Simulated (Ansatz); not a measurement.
`COB(O)Cl` + silanol → `COB(O)O[SiH3]` + HCl  (ligand exchange at a B–Cl bond)

Computed with Ansatz on PBE0-D4/def2-TZVP structures; ΔE is electronic, products minus reactants. CBS: MP2 limit from def2 TZ/QZ plus the TZ coupled-cluster correction, frozen cores. This one scheme is used for every species. DFT in def2-TZVPP. B3LYP here is the variant with VWN-RPA as its local correlation; programs differ in this. Each species was taken in one conformer, which may not be the lowest.

`COB(O)Cl`:

```xyz
9

C    -1.211   -0.261   -0.577
O    -0.301    0.423    0.264
B     1.004    0.093    0.376
O     1.819    0.790    1.200
Cl    1.713   -1.249   -0.534
H    -2.180    0.222   -0.465
H    -1.294   -1.312   -0.291
H    -0.896   -0.204   -1.622
H     1.347    1.497    1.650
```

`O[SiH3]`:

```xyz
6

O     1.281    0.046   -0.008
Si   -0.354   -0.070    0.161
H     1.623    0.357   -0.846
H    -1.020    1.250   -0.016
H    -0.586   -0.570    1.535
H    -0.943   -1.015   -0.827
```

`COB(O)O[SiH3]`:

Z-matrix (Å, degrees):
```
C
O 1 1.406
H 1 1.096 2 111.6
H 1 1.096 2 111.6 3 122.5
H 1 1.090 2 108.1 3 -118.8
B 2 1.371 1 121.7 3 -61.8
O 6 1.359 2 117.9 1 179.8
O 6 1.364 2 124.3 1 -0.2
Si 7 1.648 6 130.3 2 -0.2
H 8 0.958 6 114.5 2 0.2
H 9 1.485 7 110.8 6 -60.9
H 9 1.482 7 106.6 6 179.9
H 9 1.485 7 110.9 6 60.8
```

HCl:

Cartesian coordinates in Å:
```
Cl 0.422 0.480 0.008
H -0.422 -0.480 -0.008
```

Is it downhill or uphill in electronic energy at CCSD(T)/CBS, and by how much? (Best estimate.)

Computed: Downhill: ΔE = -32.0 kJ/mol.

What do these levels give: PBE-D4, r2SCAN-D4, B3LYP-D4, ωB97X-V, ωB97M-V, B2PLYP, B3LYP, CCSD/def2-TZVPP, CCSD(T)/def2-TZVPP, HF/def2-QZVPP, HF/CBS(def2), CCSD/CBS(def2)? (Estimate.)

Computed: PBE-D4 -23.1, r2SCAN-D4 -29.2, B3LYP-D4 -33.1, ωB97X-V -29.7, ωB97M-V -30.1, B2PLYP -29.8, B3LYP -29.8, CCSD/def2-TZVPP -35.9, CCSD(T)/def2-TZVPP -33.8, HF/def2-QZVPP -41.7, HF/CBS(def2) -41.9, CCSD/CBS(def2) -34.0 kJ/mol.

Largest T1 diagnostic among the species: 0.012.

The D4 term adds −3.3 kJ/mol with B3LYP and −2.2 kJ/mol with PBE0; it sums over pairs of atoms, weighted by their polarisabilities, and B3LYP, whose exchange is more repulsive, gets the larger term. In def2-TZVPP, CCSD(T) changes the Hartree–Fock value by +6.7 kJ/mol (the triples alone add +2.0 kJ/mol) and MP2 by +13.1 kJ/mol.
